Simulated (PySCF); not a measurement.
**A search over the determinants of LiAs**

Unrestricted PBE0; PySCF, no relativity, basis sets Li def2-SVPD, As def2-SVPD. Outer shells of the fragments: Li 2s1; As 3d10 4s2 4p3.

Followed along the bond (rough minima from three points):

```json
{"2Ms+1": "3", "unpaired": "π ↑↑", "⟨S²⟩ at the start": "2.01", "R at minimum (Å)": "2.42", "Te (eV)": "0.00"}
{"2Ms+1": "1", "unpaired": "π ↑↓", "⟨S²⟩ at the start": "1.01", "R at minimum (Å)": "2.41", "Te (eV)": "0.33"}
{"2Ms+1": "3", "unpaired": "σ ↑, π ↑", "⟨S²⟩ at the start": "2.01", "R at minimum (Å)": "2.28", "Te (eV)": "0.75"}
{"2Ms+1": "1", "unpaired": "σ ↓, π ↑", "⟨S²⟩ at the start": "1.01", "R at minimum (Å)": "2.29", "Te (eV)": "1.09"}
{"2Ms+1": "1", "unpaired": "none", "⟨S²⟩ at the start": "0.00", "R at minimum (Å)": "2.40", "Te (eV)": "1.33"}
```

Solutions found at the starting distance of 2.460 Å, counted from the lowest of them; the search is not exhaustive and high or unbound solutions are not listed, so other states can lie among these:

```tsv
2Ms+1	unpaired	term	E (eV)	⟨S²⟩	⟨Lz²⟩	μ (D)
3	π ↑↑	³Σ⁻	0.00	2.01	0.00	-6.58
1	π ↑↓	mixed	0.33	1.01	2.01	-6.54
3	σ ↑, π ↑	³Π	0.82	2.01	1.01	-6.29
1	σ ↓, π ↑	mixed	1.15	1.01	1.02	-6.32
1	none	mixed	1.34	0.00	2.00	-6.18
5	σ ↑↑, π ↑↑	⁵Σ⁻	2.15	6.00	0.00	4.59
3	σ ↑↑, π ↑↓	mixed	2.90	3.01	2.02	4.73
1	σ ↓↓, π ↑↑	mixed	2.92	2.01	0.00	4.88
5	σ ↑, π ↑↑↑	⁵Π	3.31	6.00	1.00	1.38
3	σ ↑, π ↑	³Π	3.42	2.00	1.00	4.62
```

A term symbol is given only where ⟨S²⟩ and ⟨Lz²⟩ are close to those of a pure state; real π, δ and φ orbitals otherwise mix terms. A positive dipole means Li(−)As(+).

Spin–orbit coupling is left out. Counting both spins, an empty level lies below a filled one in some of these solutions, because spin and occupation are held.
